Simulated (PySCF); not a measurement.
Static response to an electric field

SiEt2I2, C4H10I2Si.
Geometry (PBE0-D3(BJ)/def2-SVP, Å), atoms numbered from 1 in this order:
```xyz
17
C4H10I2Si angstrom
Si    -0.3313    0.0120   -0.2274
C     -0.3872   -0.0026    1.6459
C     -1.7712    0.0722    2.2762
H      0.2457    0.8424    1.9723
H      0.1398   -0.9239    1.9532
H     -1.7097    0.0445    3.3746
H     -2.2897    1.0002    1.9912
H     -2.4016   -0.7709    1.9544
C      1.4119   -0.0528   -0.9138
C      1.5400   -0.0528   -2.4312
H      1.8738   -0.9563   -0.4762
H      1.9385    0.8122   -0.4713
H      2.5955   -0.0877   -2.7406
H      1.0317   -0.9225   -2.8749
H      1.0921    0.8520   -2.8699
I     -1.4192    2.0708   -1.0383
I     -1.5878   -1.9374   -1.0641
```

Level: B3LYP/def2-SVPD (PySCF), static field, nuclei fixed, core orbitals frozen in the response. The polarisability tensor in these axes (au):

```
x   138.99   0.94  -4.21
y     0.94 160.97   0.32
z    -4.21   0.32 141.94
```

Task: What are the eigenvalues, a third of the trace, and Δα (Δα² = ½Σ(αi − αj)² over the three pairs)?

Result: Principal values 135.97, 144.91 and 161.01 au; mean 147.30 au = 21.83 Å³ = 24.29 × 10⁻⁴⁰ C²·m²/J; Δα = 21.98 au (15 % of the mean).

Task: What is the dipole moment, and where does it point?

Result: (1.95, -0.09, 1.37) D, 2.39 D in size, pointing from the negative to the positive side. Measured along this direction, the outermost atoms are I17 and I16 at the negative end and H4, H11, H12 and H5 at the positive end.

Task: Find the Langevin capture rate constant for NH4+ (18.034 u) meeting this molecule (339.864 u), k = 2.342 × 10⁻⁹ cm³/s × √(α in Å³ / reduced mass in u).

Result: The reduced mass is 17.13 u, so k = 2.64 × 10⁻⁹ cm³/s. The formula leaves out the permanent dipole, which adds to the capture rate.

Task: Sum over states: ᾱ = Σ f/ω², ω in Eh. What share falls to these 10 lowest TDDFT singlets (eV, f)? 5.02, 0.0628; 5.13, 0.0000; 5.17, 0.0152; 5.44, 0.0121; 6.03, 0.0048; 6.26, 0.0002; 6.26, 0.0165; 6.44, 0.0254; 6.56, 0.0341; 6.67, 0.0009.

Result: They add up to 4.04 au, 2.7 % of the 147.30 au; the largest single term is 1.85 au, from the state at 5.02 eV. Terms in order: 1.85, 0.00, 0.42, 0.30, 0.10, 0.00, 0.31, 0.45, 0.59, 0.02 au. Higher excitations give the rest. The strengths listed sum to 0.172.

Task: Give the principal axes and the span of the nuclei along them.

Result: Largest value along (0.04, 1.00, 0.01), where the nuclei span 4.01 Å; middle along (-0.58, 0.02, 0.82), 7.48 Å; least along (0.82, -0.04, 0.58), 3.14 Å. The strongest response doesn't lie along the longest of the three spans.

Task: Molar refractivity from α?

Result: Lorentz–Lorenz: R = (4π/3)N_A α = 2.5225 cm³/(mol·Å³) × 21.83 Å³ = 55.1 cm³/mol, in the limit of long wavelengths.

Geometry: PBE0-D3(BJ)/def2-SVP, one conformer, isolated molecule. Atoms past krypton carry effective core potentials; spin–orbit coupling is left out.

The run behind these numbers computed excited states as well. On one thread, Intel Xeon at 2.50 GHz (x86_64), shared host with 64 logical CPUs at a one-minute load of 52, this took 3.5 min of wall time (grids of density and orbitals included) and 1.2 GiB of memory at its peak.
